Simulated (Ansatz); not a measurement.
Reaction (ligand exchange at a Ti–Cl bond): `[OH][Ti]([F])([Cl])[SeH]` + H–F → `[OH][Ti]([F])([F])[SeH]` + HCl

Gas-phase electronic energies from Ansatz, PBE0-D4/def2-TZVP geometries. CCSD(T)/CBS is the MP2 limit (def2-TZVPP, def2-QZVPP) plus CCSD(T) − MP2 in def2-TZVPP, frozen cores. This one scheme is used for every species. Functionals use def2-TZVPP. B3LYP here is the variant with VWN-RPA as its local correlation; programs differ in this. For Se, Ti outer-core shells are correlated without core-valence functions, which leaves a few kJ/mol of doubt a bond. Scalar relativity is left out up to krypton. Each species was taken in one conformer, which may not be the lowest.

```tsv
level	ΔE (kJ/mol)
r2SCAN-D4	-19.8
B3LYP-D4	-18.2
MP2/def2-TZVPP	-2.0
MP2/CBS(def2)	4.9
```

(1) What does CCSD(T)/CBS give? (Best estimate.)

Largest T1 diagnostic among the species: 0.023, so the coupled-cluster value is less sure than usual.

## Answers

(1) The calculation gave: -6.8 kJ/mol. The listed levels differ from it by -13.0, -11.4, 4.8, 11.7 kJ/mol.

In def2-TZVPP, CCSD(T) changes the Hartree–Fock value by +12.9 kJ/mol (the triples alone add +6.4 kJ/mol) and MP2 by +24.6 kJ/mol. From PBE to PBE0 (25 % exact exchange), in def2-TZVPP and without D4, ΔE moves by +4.5 kJ/mol.
